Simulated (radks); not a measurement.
Question: These are the eigenvalues of the occupied orbitals of an atom or ion with whole-number occupations (eV). Calculated with a radial shooting solver on a logarithmic mesh with Libxc functionals: scalar-relativistic Kohn-Sham, PBE, spin-polarised, spherical densities, finite nucleus; Fermi nuclear charge, rms radius of each element as measured or else 0.836 A^(1/3) + 0.57 fm.

| orbital | eigenvalue |
|---|---|
| 1s down | -80786.14 |
| 1s up | -80786.14 |
| 2s up | -14291.85 |
| 2s down | -14291.59 |
| 2p up | -12365.59 |
| 2p down | -12365.39 |
| 3s up | -3407.297 |
| 3s down | -3407.195 |
| 3p up | -2848.268 |
| 3p down | -2848.154 |
| 3d up | -2250.049 |
| 3d down | -2249.858 |
| 4s up | -774.3776 |
| 4s down | -774.1247 |
| 4p up | -590.9696 |
| 4p down | -590.7358 |
| 4d up | -370.4636 |
| 4d down | -370.1933 |
| 5s up | -152.7424 |
| 5s down | -150.9915 |
| 4f up | -125.6715 |
| 4f down | -125.2828 |
| 5p up | -103.7047 |
| 5p down | -101.5255 |
| 5d up | -47.7514 |
| 5d down | -45.2088 |
| 5f up | -12.7158 |

Which element is it, and in what charge state? The configuration may be excited. Open shells, if any, are filled with parallel spins first.

Answer: Z = 79, gold, charge +3: Au3+ in [Xe] 4f14 5d7 5f1. The list shows which subshells hold electrons but not how many an open one holds; the 1s level, -2968.8 hartree, gives Z - s = 77.1 by -(Z - s)^2/2, which with screening and relativity narrows Z to a few neighbours, and the depths of the outer levels then fix element, charge and occupations together.
